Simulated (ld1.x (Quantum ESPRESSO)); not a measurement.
# As ultrasoft: all-electron and pseudo phase curves

```json
{
 "Element": "As",
 "Generator": "ld1.x (Quantum ESPRESSO) 7.5",
 "Type": "ultrasoft",
 "Functional": "PBE",
 "Relativity": "non-relativistic",
 "Frozen core": "[Ar] 3d10",
 "Valence charge": "5",
 "Reference configuration": "4s2 4p2 (charge +1)",
 "Partial waves": "4s (bound): rcut 1.25, rcutus 1.60 bohr; 4s channel at -1.05 Ry: rcut 1.25, rcutus 1.60 bohr; 4p (bound): rcut 1.75, rcutus 2.25 bohr; 4p channel at -0.45 Ry: rcut 1.75, rcutus 2.25 bohr",
 "Local potential": "all-electron potential smoothed inside 2.10 bohr (lloc = -1)",
 "Core correction": "none",
 "Augmentation charge": "PSQ, radius 1.30 bohr"
}
```

The phase is arctan(r·u′/u) with u = r·R(r), unwrapped; energies in Ry, scanned from -4 to 5 Ry. A pole is an energy at which the radial function vanishes at the test radius. The pseudo phase is shifted by a multiple of π to meet the all-electron one at the reference energy, and phase errors are pseudo minus all-electron; the curves can meet again beyond the range given. Levels narrower than the energy grid can be missing from the lists of poles.

| channel | radius (bohr) | reference energy (Ry) | poles, all-electron | poles, pseudo | unbroken range about the reference energy with phases within 0.05 rad | phase error 1 Ry above the reference energy (rad) |
| --- | --- | --- | --- | --- | --- | --- |
| s | 2.45 | -1.68 | -0.69 | -0.69 | below 2.9 | -0.000 |
| p | 2.45 | -0.98 | 0.49 | 0.49 | below 3.4 | -0.000 |

Phases in the s channel:

| E (Ry) | all-electron | pseudo |
| --- | --- | --- |
| -4.00 | 1.276 | 1.276 |
| -3.52 | 1.225 | 1.224 |
| -3.04 | 1.132 | 1.132 |
| -2.56 | 0.910 | 0.910 |
| -2.08 | 0.049 | 0.049 |
| -1.60 | -1.143 | -1.143 |
| -1.12 | -1.457 | -1.457 |
| -0.64 | -1.581 | -1.581 |
| -0.16 | -1.656 | -1.656 |
| 0.32 | -1.716 | -1.716 |
| 0.80 | -1.777 | -1.777 |
| 1.28 | -1.851 | -1.852 |
| 1.76 | -1.961 | -1.963 |
| 2.24 | -2.159 | -2.166 |
| 2.72 | -2.612 | -2.644 |
| 3.20 | -3.497 | -3.560 |
| 3.68 | -4.099 | -4.140 |
| 4.16 | -4.349 | -4.378 |
| 4.64 | -4.472 | -4.497 |
